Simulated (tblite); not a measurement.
C6H8F2Si.
Structure used (GFN2-xTB), in Å, numbered top down from 1:
```xyz
17
C6H8F2Si angstrom
C      3.023    1.248   -0.378
C      1.881    0.899   -0.450
C      0.498    0.472   -0.490
C     -0.324    1.098    0.653
Si    -1.882    0.010    0.793
C     -1.122   -1.394   -0.293
F     -1.653   -1.357   -1.574
C      0.364   -1.054   -0.380
F      0.956   -1.497    0.786
H      4.024    1.558   -0.327
H      0.064    0.752   -1.457
H     -0.515    2.149    0.446
H      0.265    1.054    1.571
H     -2.152   -0.474    2.143
H     -3.048    0.541    0.093
H     -1.252   -2.420    0.060
H      0.866   -1.574   -1.206
```

Level: GFN2-xTB in tblite, geometry and Hessian alike; calculated harmonic values, unscaled, isolated species. Against measured fundamentals such values can be off by several per cent, at times by over 20. Modes of hydrogen on silicon can be 10 to 20 % off. One conformer, not necessarily the lowest.

Harmonic wavenumbers (cm⁻¹): 62.6, 83.9, 119.8, 174.5, 204.9, 254.9, 314.5, 379.1, 427.9, 440.0, 470.3, 533.6, 543.3, 613.0, 643.8, 664.1, 675.9, 701.1, 738.8, 774.5, 816.3, 864.9, 995.3, 1023.9, 1033.0, 1059.5, 1098.4, 1111.5, 1163.3, 1202.3, 1242.5, 1261.8, 1266.1, 1298.7, 1303.9, 1465.5, 2291.1, 2306.4, 2311.2, 2920.4, 2925.5, 2953.9, 2986.5, 3013.7, 3398.2.

A = 2178, B = 1018, C = 907.7 MHz; mass 146.036 u (most abundant isotopes); point group C1, symmetry number 1.

Q: Zero-point energy?

A: Half the sum of the wavenumbers: 26067 cm⁻¹ = 74.53 kcal/mol.

Q: Entropy at 200 K, 1 bar (ideal gas, RRHO, classical rotation)?

A: Translation 38.89, rotation 28.27, vibration 16.52: S = 83.7 cal/(mol K).

Q: And Cp and H(200 K) − H(0)?

A: Cp = 28.40 cal/(mol K), of which vibrations give 20.45 (their classical limit is 45 R = 89.4); H(200 K) − H(0) = 3.49 kcal/mol without the zero-point energy, 1.90 from vibrations.

Q: How do the functions run with temperature in this model?

A: 
```csv
T (K),S (cal/(mol K)),Cp (cal/(mol K)),H − H(0) (kcal/mol),G − H(0) (kcal/mol),ln q(vib)
50,58.3,12.1,0.47,-2.44,0.32
100,68.3,17.4,1.21,-5.62,1.26
298.15,97.1,39.3,6.82,-22.12,5.95
373.15,106.7,46.7,10.05,-29.77,7.86
500,121.8,56.5,16.63,-44.28,11.11
750,147.4,69.2,32.49,-78.04,17.28
1000,168.5,77.1,50.86,-117.60,22.95
```

q(vib) and H(0) count from the zero-point level.

Q: What must be added to the electronic energy to get the Gibbs energy at 200 K and 1 bar?

A: ZPE + [H(200 K) − H(0)] − T·S = 74.53 + 3.49 − 16.74 = 61.28 kcal/mol.

Hindered rotation and anharmonicity are outside this model. Other conformers, if any are populated, would add a mixing term that is left out. The structure is chiral; the term R ln 2 for an equal mix with its mirror image is left out.
